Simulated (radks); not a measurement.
Species: Lu2+. Configuration: [Kr] 4d10 4f14 5s1.75 5p6 6s1 5f0.25 (fractional occupations, a model configuration).

All-electron calculation, Dirac Kohn-Sham, B86b exchange with PBE correlation, spin-unpolarised, spherical densities, finite nucleus; open shells are shared between the two j in proportion to 2j + 1; Fermi nuclear charge, rms radius 5.37 fm. Program: a radial shooting solver on a logarithmic mesh with Libxc functionals.

Energy parts (hartree):
| part | energy |
|---|---|
| total | -14578.9544 |
| kinetic | 16245.8885 |
| electron-nucleus | -36199.3925 |
| Hartree | 5677.2392 |
| exchange-correlation | -302.6897 |

Orbitals (lengths in bohr, moments of r in powers of bohr; r(max) is where P^2 peaks; r(90%) holds 90 % of the orbital's charge):
| orbital | occ. | eigenvalue (hartree) | r(90%) | r(max) |
|---|---|---|---|---|
| 1s1/2 | 2 | -2321.438 | 0.0351 | 0.01213 |
| 2s1/2 | 2 | -395.5497 | 0.127 | 0.06949 |
| 2p1/2 | 2 | -377.6274 | 0.112 | 0.05192 |
| 2p3/2 | 4 | -336.5531 | 0.122 | 0.05845 |
| 3s1/2 | 2 | -90.20604 | 0.312 | 0.1960 |
| 3p1/2 | 2 | -82.26440 | 0.304 | 0.1838 |
| 3p3/2 | 4 | -73.50308 | 0.323 | 0.1973 |
| 3d3/2 | 4 | -60.00388 | 0.296 | 0.1552 |
| 3d5/2 | 6 | -58.09107 | 0.301 | 0.1589 |
| 4s1/2 | 2 | -18.55065 | 0.687 | 0.4466 |
| 4p1/2 | 2 | -15.31448 | 0.706 | 0.4475 |
| 4p3/2 | 4 | -13.32286 | 0.754 | 0.4762 |
| 4d3/2 | 4 | -7.99853 | 0.814 | 0.4759 |
| 4d5/2 | 6 | -7.63505 | 0.831 | 0.4851 |
| 4f5/2 | 6 | -1.12319 | 1.21 | 0.4662 |
| 4f7/2 | 8 | -1.06691 | 1.24 | 0.4715 |
| 5s1/2 | 1.75 | -2.97357 | 1.68 | 1.043 |
| 5p1/2 | 2 | -2.06990 | 1.90 | 1.130 |
| 5p3/2 | 4 | -1.80850 | 2.05 | 1.216 |
| 5f5/2 | 0.107143 | -0.19448 | 9.05 | 5.303 |
| 5f7/2 | 0.142857 | -0.19420 | 9.07 | 5.319 |
| 6s1/2 | 1 | -0.68884 | 4.30 | 2.692 |

The highest occupied level is 5f7/2 at -5.285 eV. Summed over all electrons, <r^2> = 52.05 bohr^2, which gives a Langevin (diamagnetic) susceptibility term of -41.2 x 10^-6 cm^3/mol. The electron density at the nucleus is 1.112e+06 e/bohr^3. The density falls to 0.001 e/bohr^3 at r = 4.13 bohr.
